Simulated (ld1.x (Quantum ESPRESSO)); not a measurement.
**u(r) = r·R(r): atom against pseudo-atom (Ru (Z = 44))**

Columns: radius, all-electron u(r) and pseudo u(r) of the 4p shell (level -46.53 eV) of ruthenium in the configuration [Ar] 3d10 4s2 4p6 4d7 5s1 5p0; LDA (PZ), scalar-relativistic, TM semilocal scheme, ld1.x (Quantum ESPRESSO) 7.5.

```csv
r (bohr),all-electron,pseudo
0.120,0.2081,0.0390
0.240,-0.4893,0.1501
0.360,-0.4832,0.3159
0.480,-0.0358,0.5107
0.600,0.4515,0.7042
0.720,0.8074,0.8678
0.840,1.0041,0.9795
0.960,1.0702,1.0286
1.080,1.0471,1.0170
1.200,0.9714,0.9566
1.320,0.8699,0.8650
1.440,0.7601,0.7591
1.560,0.6525,0.6525
1.680,0.5530,0.5530
1.800,0.4641,0.4641
1.920,0.3865,0.3865
2.040,0.3201,0.3201
2.160,0.2638,0.2638
2.280,0.2167,0.2167
2.400,0.1774,0.1774
2.520,0.1449,0.1449
2.640,0.1181,0.1181
2.760,0.0960,0.0960
2.880,0.0780,0.0780
3.000,0.0633,0.0633
3.120,0.0513,0.0513
```

Problem. How many radial nodes do the two functions have?

Solution. The all-electron 4p function has n − l − 1 = 2; the pseudo-wave has 0, since the states of the same l below it are removed with the core.

Problem. At about which radius was the pseudo-wave matched?

Solution. 1.70 bohr. The columns agree to 0.0005 from 1.56 bohr on; several derivatives are matched, so the curves merge somewhat inside the radius.

Problem. Where does each function peak?

Solution. Outermost all-electron maximum near 0.96 bohr, pseudo maximum near 0.96 bohr (to the table’s step).

Problem. Is the pseudo-wave norm-conserving?

Solution. Yes: the TM semilocal scheme keeps the norm inside the radius equal to the all-electron one, which fixes the energy derivative of the logarithmic derivative at the level.
